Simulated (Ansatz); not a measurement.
A nudged elastic band was laid between two geometries of BCl2HO + ClH (7 atoms, charge 0, multiplicity 1).

Method: RKS B3LYP/def2-SVP (Ansatz).

```json
{
  "movable images": "7",
  "climbing image": "yes",
  "spring": "5.0 eV/Å²",
  "optimiser": "quadratic models (default)",
  "start path": "through a guess of the saddle point",
  "force threshold": "0.05 eV/Å",
  "iteration limit": "60",
  "end points": "relaxed"
}
```

Image 0:

```xyz
7
Properties=species:S:1:pos:R:3
B -0.193 -0.509 -0.183
O -0.352 0.338 0.857
H -1.178 0.210 1.347
Cl 1.263 -0.380 -1.151
Cl -1.428 -1.722 -0.556
Cl 1.025 2.947 2.377
H 0.665 1.924 1.664
```

Image 8:

```xyz
7
Properties=species:S:1:pos:R:3
B 0.120 0.478 0.002
O 0.066 0.014 1.614
H -0.823 -0.363 1.760
Cl 1.541 -0.368 -0.709
Cl -1.518 -0.090 -0.599
Cl 0.282 2.301 0.147
H 0.135 0.834 2.140
```

**Question.** Which bonds break or form, and what moves?

**Answer.** Bonds broken: Cl6–H7. Bonds formed: B1–Cl6, O2–H7. BCl2HO + ClH becomes BCl3H2O.

**Question.** Give the energies along the band, and the barrier.

**Answer.** The run converged. The highest image is number 6 of 0 to 8, 26.3 kcal/mol above the first end and 15.7 kcal/mol above the last; the last end lies 10.5 kcal/mol above the first. A vibrational analysis at the climbing image gives one clearly imaginary mode, 1047i cm⁻¹: a first-order saddle point. The orbitals stay closed-shell, which can raise the energy where a bond breaks towards radicals; this wasn't checked here.

| image | path coordinate (Å) | energy (kcal/mol) | Cl6–H7 (Å) | B1–Cl6 (Å) | O2–H7 (Å) |
| --- | --- | --- | --- | --- | --- |
| 0 | 0.00 | 0.0 | 1.30 | 4.47 | 2.05 |
| 1 | 0.63 | 0.1 | 1.30 | 4.34 | 2.04 |
| 2 | 1.26 | 0.2 | 1.30 | 4.10 | 2.05 |
| 3 | 1.89 | 0.3 | 1.30 | 3.82 | 2.11 |
| 4 | 2.53 | 0.9 | 1.30 | 3.46 | 2.11 |
| 5 | 3.16 | 6.6 | 1.31 | 2.87 | 1.79 |
| 6 | 3.79 | 26.3 | 1.56 | 2.26 | 1.23 |
| 7 | 4.23 | 15.1 | 1.96 | 1.95 | 1.01 |
| 8 | 4.67 | 10.5 | 2.48 | 1.84 | 0.98 |

**Question.** What is the geometry of the highest image?

**Answer.** 
```xyz
7
Properties=species:S:1:pos:R:3:forces:R:3
B 0.079 0.124 0.104 0.00 0.00 0.00
O 0.037 -0.003 1.587 0.00 0.00 0.00
H -0.847 -0.274 1.887 0.00 0.00 0.00
Cl 1.579 -0.425 -0.647 0.00 0.00 0.00
Cl -1.486 -0.171 -0.695 0.00 0.00 0.00
Cl 0.286 2.337 0.520 0.00 0.00 0.00
H 0.156 1.220 1.599 0.00 0.00 0.00
```

**Question.** What are the harmonic wavenumbers there?

**Answer.** 1047i, 150, 182, 266, 308, 421, 462, 505, 646, 832, 1029, 1103, 1169, 1593, 3759 cm⁻¹.

Time of the run: 6.7 min on 2 threads of Arm Neoverse V1 (shared host), peak memory 0.2 GiB.
